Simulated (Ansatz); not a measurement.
Coupled-cluster run, C$_{4}$H$_{12}$B$_{2}$Cl$_{2}$, SMILES `C[B-]1(C)[Cl+][B-](C)(C)[Cl+]1`.

```yaml
crystal:
  periodic: [false, false, false]
  atoms:
    - {symbol: C, position_ang: [2.169752, -0.334106, -1.237510]}
    - {symbol: B, position_ang: [0.943207, -0.896653, -0.434382]}
    - {symbol: C, position_ang: [0.760849, -2.423427, -0.116011]}
    - {symbol: Cl, position_ang: [-0.750060, -0.187825, -1.241308]}
    - {symbol: B, position_ang: [-0.949717, 0.887221, 0.439535]}
    - {symbol: C, position_ang: [-2.188106, 0.355625, 1.245419]}
    - {symbol: C, position_ang: [-0.738969, 2.407014, 0.105317]}
    - {symbol: Cl, position_ang: [0.728630, 0.156772, 1.258272]}
    - {symbol: H, position_ang: [3.102462, -0.587956, -0.723198]}
    - {symbol: H, position_ang: [2.145121, 0.748814, -1.372249]}
    - {symbol: H, position_ang: [2.211364, -0.795644, -2.229556]}
    - {symbol: H, position_ang: [-0.144899, -2.646858, 0.450663]}
    - {symbol: H, position_ang: [1.617005, -2.791020, 0.459146]}
    - {symbol: H, position_ang: [0.725879, -2.998649, -1.047048]}
    - {symbol: H, position_ang: [-2.183176, -0.726055, 1.391594]}
    - {symbol: H, position_ang: [-3.114882, 0.620884, 0.726135]}
    - {symbol: H, position_ang: [-2.223808, 0.828491, 2.232363]}
    - {symbol: H, position_ang: [-0.695800, 2.991424, 1.030253]}
    - {symbol: H, position_ang: [-1.586868, 2.783714, -0.476120]}
    - {symbol: H, position_ang: [0.172026, 2.608244, -0.461315]}
basis:
  gaussian: {orbitals: def2-TZVPP}
correlation: {method: ccsd_t}
output: {orbitals: {seedname: orbitals}}
```

```sh
$ ansatz run in.yaml --threads 2 --pin off --events-out ev --progress --plain --max-ram 32768MiB --backend cuda --devices 0, --max-vram 18GiB
```

Log, shortened:

```
Functional definition: HF
  name "HF"
  cite "Fock, Z. Phys. 61, 126 (1930) doi:10.1007/BF01340294"
  parent pbe
  exchange = exact_x
  correlation = 0
2556 factors; integrals over basis functions are off by at most 9.8e-4 eV
mean field evaluation 1: about -30660.8281 eV, gradient 4.9e1 eV
mean field evaluation 2: about -30661.1588 eV, gradient 4.9e1 eV
mean field evaluation 4: about -30667.5644 eV, gradient 4.3e0 eV
mean field evaluation 8: about -30667.6470 eV, gradient 3.1e-1 eV
mean field -30667.64736573 eV, -1127.0152534126 hartree, gradient 1.2e-6 eV, S^2 0.000000; 0 other end points of the search recorded, 0 dependent functions left out
16 core orbitals not correlated: weight in the atoms' cores, before any rotation towards them, 1.000 or more for the frozen orbitals, at most 0.000 for the correlated occupied ones
reference -30667.64736573 eV, -1127.0152534126 hartree; 24, 24 occupied and 398, 398 virtual orbitals, 2556 factors
second order -36.19154941 eV of doubles, -0.00000000 eV of singles
cycle   1  -37.60985364 eV  change    -1.4e0 eV  update   1.2e-1
cycle   2  -38.44006625 eV  change   -8.3e-1 eV  update   3.2e-2
cycle   3  -38.58504580 eV  change   -1.4e-1 eV  update   1.4e-2
cycle   4  -38.57671584 eV  change    8.3e-3 eV  update   3.0e-3
cycle   5  -38.57573575 eV  change    9.8e-4 eV  update   1.1e-3
cycle   6  -38.57582436 eV  change   -8.9e-5 eV  update   2.9e-4
cycle   7  -38.57572904 eV  change    9.5e-5 eV  update   1.1e-4
cycle   8  -38.57574188 eV  change   -1.3e-5 eV  update   3.6e-5
perturbative correction -1.65615789 eV, -0.0608626800 hartree
Total energy: -30707.87926550 eV, -1128.4937484591 hartree
```

It took 25 s on 2 threads of an AMD EPYC 7R13 on a shared host and a share of an NVIDIA H100 80 GB, with 2 GiB of host memory at the peak.

The correlation energy is -40.232 eV, 4.1 % of it from (T); the T1 diagnostic reads 0.0097.
